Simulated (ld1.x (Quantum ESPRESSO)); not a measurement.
**Pseudopotential generation for Li: TM, PBE, scalar-relativistic.**

lithium (Li), norm-conserving Troullier–Martins (Kleinman–Bylander form), made with ld1.x (Quantum ESPRESSO) 7.5 (PBE, scalar-relativistic). Core none, reference 1s2 2s0.5 2p0 (charge +0.5). Waves: 1s (bound): rc 0.45 bohr; 2p (bound, empty): rc 4.20 bohr; 3d channel at 0.35 Ry: rc 3.65 bohr. Local part: all-electron potential smoothed inside 0.45 bohr (lloc = -2). Core correction: none.

Occupied shells without a wave of their own: 2s. They enter only through the test configuration that unscreens the potential.

All-electron outer shells of the reference configuration (PBE, scalar-relativistic, ld1.x):

| shell | level (eV) | outermost node (bohr) | outermost maximum (bohr) |
| --- | --- | --- | --- |
| 1s | -55.76 | – | 0.36 |
| 2s | -5.34 | 0.83 | 2.90 |
| 2p | -3.34 | – | 3.24 |

Calculated quality:

```
Cutoffs needed           : 300 Ry and over 300 Ry (the cutoffs (Ry, on a coarse ladder) from which the occupation-weighted sum of valence levels, in a spherical-Bessel basis at the reference potential, stays within 10 and 1 mRy of its value at 400 Ry)
Ghost test               : no extra level below or beside the all-electron valence levels (s, p, d, f tested) (spherical-Bessel basis up to 400 Ry, 20 bohr box)
Largest excitation error : +16 meV (all-electron minus pseudo) for 1s1 2s1 2p0, out of 4 test configurations
```

Generation and tests took about 3.9 s on one core of a shared server CPU.
